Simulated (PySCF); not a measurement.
## `N#C[C@H]1C[C@H]1[GeH2][Br]`, C4H6BrGeN

Geometry (Å), atoms numbered from 1 in this order:
```xyz
13

N    -0.2621    2.6071    0.8712
C    -0.7386    1.5857    0.6678
C    -1.2543    0.2885    0.4125
C    -1.0633   -0.2820   -0.9630
C    -0.2337   -0.8067    0.1652
Ge    1.6962   -0.3939    0.2899
Br    2.4334    0.1951   -1.7772
H    -2.1585    0.0481    0.9601
H    -0.5895    0.3483   -1.7059
H    -1.8530   -0.9037   -1.3600
H    -0.5052   -1.7848    0.5472
H     2.0574    0.7402    1.2091
H     2.4669   -1.6415    0.6654
```

The calculation used TDDFT B3LYP/def2-SVPD circular dichroism and optical rotation, one conformer, gas phase (PySCF 2.14.0). Geometry: GFN2-xTB.

The molecule is flexible and this is one conformer; a measurement averages over conformers. The calculation is non-relativistic, which matters for the atoms heavier than Zn.

(1) Draw the ECD and absorption spectra from the lowest 16 states, each a Gaussian of half-width 0.25 eV at 1/e height.

Answers

(1) 
| E (eV) | λ (nm) | Δε (L mol⁻¹ cm⁻¹) | ε (L mol⁻¹ cm⁻¹) |
| --- | --- | --- | --- |
| 5.55 | 223 | +0.04 | 19.8 |
| 5.70 | 218 | +0.37 | 173 |
| 5.85 | 212 | +1.57 | 779 |
| 6.00 | 207 | +3.40 | 1820 |
| 6.15 | 202 | +3.83 | 2220 |
| 6.30 | 197 | +2.24 | 1400 |
| 6.45 | 192 | +0.59 | 480 |
| 6.60 | 188 | -0.30 | 195 |
| 6.75 | 184 | -1.54 | 315 |
| 6.90 | 180 | -6.06 | 632 |
| 7.05 | 176 | -21.33 | 1180 |
| 7.20 | 172 | -52.78 | 2190 |
| 7.35 | 169 | -79.19 | 3670 |
| 7.50 | 165 | -68.69 | 4650 |
| 7.65 | 162 | -34.67 | 4910 |

Δε uses R in velocity form, ε uses f in length form. Only the states computed contribute, so the short-wavelength end is incomplete.
